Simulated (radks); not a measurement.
Spherical quantum dot in the effective-mass picture: electrons in a hard-walled sphere of radius 3.16, with a point charge +1 (a donor) at the centre, all in effective atomic units (hartree* = m*/eps^2 hartree, bohr* = eps/m* bohr), one dielectric constant everywhere. Method: non-relativistic Kohn-Sham, LDA (Slater exchange, Perdew-Wang correlation), spin-polarised, spherical densities; computed with a radial shooting solver with Libxc functionals. Levels are named by radial order and angular momentum (1s, 1p, 1d, 2s, ...), and open shells are averaged over m. Results are scaled to m* = 0.153 and eps = 7.3, for which hartree* = 78.13 meV and bohr* = 2.525 nm. Each electron was tried in the lowest free levels, single moves between levels near the top were tried too, and the lowest total energy was kept; such a search can miss a lower state. At N = 1 the Hartree and exchange-correlation terms need not cancel, so that row can carry a self-interaction error.

| N | open shells | 2S | E (meV) | mu = E(N) - E(N-1) (meV) | addition energy mu(N+1) - mu(N) (meV) | e(HOMO) (meV) | rms radius (nm) |
|---|---|---|---|---|---|---|---|
| 1 | 1s(up 1, down 0) | 1 | -31.9943 | -31.994 | 51.36 | -11.293 | 3.381 |
| 2 | none | 0 | -12.6267 | 19.368 | 87.17 | 38.142 | 3.711 |
| 3 | 1p(up 1, down 0) | 1 | 93.9103 | 106.54 | 31.43 | 122.00 | 4.223 |
| 4 | 1p(up 2, down 0) | 2 | 231.878 | 137.97 | 32.30 | 154.05 | 4.485 |
| 5 | 1p(up 3, down 0) | 3 | 402.148 | 170.27 | 41.15 | 186.51 | 4.656 |
| 6 | 1p(up 3, down 1) | 2 | 613.572 | 211.42 | 30.71 | 226.61 | 4.787 |
| 7 | 1p(up 3, down 2) | 1 | 855.701 | 242.13 | 31.34 | 257.74 | 4.888 |
| 8 | none | 0 | 1129.17 | 273.47 | 75.85 | 289.23 | 4.972 |
| 9 | 1d(up 1, down 0) | 1 | 1478.49 | 349.32 | 30.11 | 364.34 | 5.071 |
| 10 | 1d(up 2, down 0) | 2 | 1857.92 | 379.43 | 30.27 | 394.55 | 5.152 |
| 11 | 1d(up 3, down 0) | 3 | 2267.62 | 409.70 | 30.36 | 424.87 | 5.221 |
| 12 | 1d(up 4, down 0) | 4 | 2707.68 | 440.06 | 30.40 | 455.25 | 5.280 |
| 13 | 1d(up 5, down 0) | 5 | 3178.13 | 470.46 | 38.59 | 485.66 | 5.332 |
| 14 | 1d(up 5, down 1) | 4 | 3687.18 | 509.05 | 29.63 | 523.83 | 5.379 |
| 15 | 1d(up 5, down 2) | 3 | 4225.86 | 538.68 | 29.78 | 553.55 | 5.421 |
| 16 | 1d(up 5, down 3) | 2 | 4794.32 | 568.46 | 29.88 | 583.39 | 5.459 |
| 17 | 1d(up 5, down 4) | 1 | 5392.66 | 598.34 | 29.93 | 613.30 | 5.494 |
| 18 | none | 0 | 6020.93 | 628.27 | 57.56 | 643.24 | 5.526 |
| 19 | 2s(up 1, down 0) | 1 | 6706.76 | 685.83 | 50.19 | 706.27 | 5.508 |
| 20 | none | 0 | 7442.77 | 736.01 | 36.10 | 756.62 | 5.484 |
| 21 | 1f(up 1, down 0) | 1 | 8214.89 | 772.11 | 29.20 | 788.25 | 5.520 |
| 22 | 2s(up 1, down 0) 1f(up 3, down 0) | 4 | 9016.20 | 801.32 | 27.17 | 813.81 | 5.606 |
| 23 | 2s(up 1, down 0) 1f(up 4, down 0) | 5 | 9844.70 | 828.49 | 29.37 | 843.17 | 5.634 |
| 24 | 2s(up 1, down 0) 1f(up 5, down 0) | 6 | 10702.6 | 857.86 | 29.37 | 872.54 | 5.661 |
| 25 | 2s(up 1, down 0) 1f(up 6, down 0) | 7 | 11589.8 | 887.23 | 29.37 | 901.92 | 5.685 |
| 26 | 2s(up 1, down 0) 1f(up 7, down 0) | 8 | 12506.4 | 916.60 | 37.32 | 931.29 | 5.708 |
| 27 | 2s(up 1, down 0) 1f(up 7, down 1) | 7 | 13460.3 | 953.92 | 28.95 | 968.39 | 5.730 |
| 28 | 2s(up 1, down 0) 1f(up 7, down 2) | 6 | 14443.2 | 982.88 | 29.00 | 997.37 | 5.751 |
| 29 | 2s(up 1, down 0) 1f(up 7, down 3) | 5 | 15455.1 | 1011.9 | 29.03 | 1026.4 | 5.771 |
| 30 | 2s(up 1, down 0) 1f(up 7, down 4) | 4 | 16496.0 | 1040.9 | 29.05 | 1055.4 | 5.790 |
| 31 | 2s(up 1, down 0) 1f(up 7, down 5) | 3 | 17565.9 | 1069.9 | 29.06 | 1084.5 | 5.808 |
| 32 | 2s(up 1, down 0) 1f(up 7, down 6) | 2 | 18664.9 | 1099.0 | 29.07 | 1113.5 | 5.825 |
| 33 | 2s(up 1, down 0) | 1 | 19793.0 | 1128.1 | 44.11 | 1142.6 | 5.841 |
| 34 | none | 0 | 20965.2 | 1172.2 | 74.28 | 1193.0 | 5.819 |
| 35 | 1g(up 1, down 0) | 1 | 22211.6 | 1246.5 | 28.69 | 1260.8 | 5.837 |
| 36 | 1g(up 2, down 0) | 2 | 23486.8 | 1275.2 | 28.70 | 1289.5 | 5.855 |
| 37 | 1g(up 3, down 0) | 3 | 24790.6 | 1303.8 | 28.71 | 1318.2 | 5.871 |
| 38 | 1g(up 4, down 0) | 4 | 26123.2 | 1332.6 | 28.71 | 1346.9 | 5.887 |
| 39 | 1g(up 5, down 0) | 5 | 27484.5 | 1361.3 | - | 1375.6 | 5.902 |

All shells are closed at N = 2, 8, 18, 20, 34 (there: 1s2 1p6 1d10 2s2 1f14); the second difference of the energy has clear peaks (12 % above both neighbours; the first and last values, which can be the largest, are not judged, and half-filled shells can peak too) at N = 2, 5, 8, 13, 18, 26, 34.
